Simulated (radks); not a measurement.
Results of a calculation; reference values are marked as such.
Spherical quantum dot in the effective-mass picture: electrons in a parabolic well V = omega^2 r^2 / 2 with omega = 0.442, all in effective atomic units (hartree* = m*/eps^2 hartree, bohr* = eps/m* bohr), one dielectric constant everywhere. Level of theory: non-relativistic Kohn-Sham, PBE, spin-polarised, spherical densities (a radial shooting solver with Libxc functionals). Levels are named by radial order and angular momentum (1s, 1p, 1d, 2s, ...), and open shells are averaged over m. Each electron was tried in the lowest free levels, single moves between levels near the top were tried too, and the lowest total energy was kept; such a search can miss a lower state. The series stops at N = 13: beyond it a trial failed or the search could not be trusted, so later rows were left out. At N = 1 the Hartree and exchange-correlation terms need not cancel, so that row can carry a self-interaction error.

N        open shells  2S  E (hartree*)  mu = E(N) - E(N-1) (hartree*)  addition energy mu(N+1) - mu(N) (hartree*)  e(HOMO) (hartree*)  rms radius (bohr*)
1   1s(up 1, down 0)   1      0.665054                        0.66505                                      0.4709             0.85293               1.848
2               none   0       1.80102                         1.1360                                      0.6798              1.3066               2.019
3   1p(up 1, down 0)   1       3.61679                         1.8158                                      0.2951              1.9620               2.296
4   1p(up 2, down 0)   2       5.72769                         2.1109                                      0.2959              2.2596               2.466
5   1p(up 3, down 0)   3       8.13449                         2.4068                                      0.3680              2.5529               2.597
6   1p(up 3, down 1)   2       10.9093                         2.7748                                      0.2601              2.9036               2.716
7   1p(up 3, down 2)   1       13.9441                         3.0348                                      0.2623              3.1662               2.818
8               none   0       17.2412                         3.2971                                      0.5185              3.4274               2.910
9   1d(up 1, down 0)   1       21.0569                         3.8157                                      0.2330              3.9323               3.024
10  1d(up 2, down 0)   2       25.1055                         4.0486                                      0.2313              4.1646               3.124
11  1d(up 3, down 0)   3       29.3854                         4.2799                                      0.2288              4.3948               3.213
12  1d(up 4, down 0)   4       33.8941                         4.5087                                      0.2259              4.6222               3.295
13  1d(up 5, down 0)   5       38.6288                         4.7347                                           -              4.8466               3.371

All shells are closed at N = 2, 8 (there: 1s2 1p6); the second difference of the energy has clear peaks (12 % above both neighbours; the first and last values, which can be the largest, are not judged, and half-filled shells can peak too) at N = 2, 5, 8.
